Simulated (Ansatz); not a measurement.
`C[Si]Br` + CH₃OH → `CO[Si]C` + HBr at 298.15 K and 1 bar (ligand exchange at the Si–Br bond).

Program: Ansatz. Geometries: PBE0-D4/def2-TZVP. ΔE: electronic, gas phase. CCSD(T)/CBS adds triple-zeta CCSD(T) − MP2 to the extrapolated MP2 energy (def2 sets, frozen cores). This one scheme is used for every species. For Br outer-core shells are correlated without core-valence functions, which leaves a few kJ/mol of doubt a bond. Scalar relativity is left out up to krypton. Each species was taken in one conformer, which may not be the lowest.

```csv
species,CCSD(T)/CBS energy (Eh),H − E (kJ/mol),S (J/(mol·K))
`C[Si]Br`,-2902.25975,111.1,309.6
CH₃OH,-115.61712,146.3,238.2
`CO[Si]C`,-443.95718,223.9,329.3
HBr,-2573.91920,24.6,198.6
```

H − E and S are ideal-gas, rigid-rotor, harmonic terms from PBE0-D4/def2-TZVP, for one conformer and one mirror image of each species. 1 Eh = 2625.50 kJ/mol, R = 8.31446 J/(mol·K).

By hand: ΔE, ΔH, ΔS and ΔG.

ΔE = (-443.95718) + (-2573.91920) − (-2902.25975) − (-115.61712) = 0.00049 Eh = 1.3 kJ/mol. Δ(H − E) = 223.9 + 24.6 − 111.1 − 146.3 = -8.9, so ΔH = -7.6 kJ/mol. ΔS = 329.3 + 198.6 − 309.6 − 238.2 = -19.9 J/(mol·K). ΔG = -7.6 − 298.15 × (-19.9)/1000 = -1.7 kJ/mol.

By hand: the equilibrium constant, and the temperature at which ΔG would vanish if ΔH and ΔS stayed fixed.

log₁₀ K = −ΔG/(RT ln 10) = 0.3. ΔG = 0 at ΔH/ΔS = 382 K, though so small a ΔH makes that figure unsure.

TΔS isn't small against ΔH here. The sign of ΔG lies within the doubt. A doubt of 5 kJ/mol in ΔE shifts log₁₀ K by 0.9 here. Other conformers and mirror images would add mixing entropy, several J/(mol·K) or more a flexible species. Modes under 60 cm⁻¹, often nearly free rotors, make the harmonic entropy too high. These are equilibria of isolated gas molecules and say nothing of rates. Largest T1 diagnostic: 0.014 (customary marks: 0.02 for closed shells, 0.045 for open ones).
